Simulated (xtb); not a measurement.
C4H9LiO, charge +1, doublet, geometry from GFN2-xTB (such geometries of metal compounds can be far from the true shape) (a state made from the parent by changing its charge; the spin is typed, not shown lowest). Base run: GFN2-xTB (xtb 6.7.1).

The xtb input:
```
$ xtb mol.xyz --gfn 2 --chrg 1 --uhf 1 --json

# file mol.xyz
15

Li     1.00275402     1.90289940     1.94010571
O      0.42811941     0.81981246     0.84106518
C     -0.07634044    -0.06171066    -0.00743218
C      1.01719818    -1.15247791    -0.34195455
C     -1.36757166    -0.71656562     0.44818983
C     -0.26881521     0.62624137    -1.41888001
H      0.63507046    -1.83349040    -1.09361338
H      1.21378005    -1.68000699     0.58880178
H      1.93137196    -0.67982516    -0.68895318
H     -1.20791031    -1.24093350     1.39012098
H     -1.73909090    -1.41960691    -0.29026196
H     -2.12734785     0.04276591     0.63187034
H      0.65988777     1.08476246    -1.74564783
H     -1.02408265     1.39647012    -1.27974469
H     -0.60172127    -0.11025644    -2.14094915
```

Each row names what was changed in the base input (with any setting that the change needs).

```tsv
change	ΔE vs base (mEh)	G_solv (kcal/mol)	SCF cycles
base	0.000	-	11
alpb = ch2cl2	-77.783	-48.84	10
acc = 1000	0.023	-	6
alpb = chcl3	-78.014	-49.01	10
acc = 30	0.000	-	8
```

ALPB and GBSA are two models with their own fitted parameters for each solvent, which aren't always the measured dielectric constant.
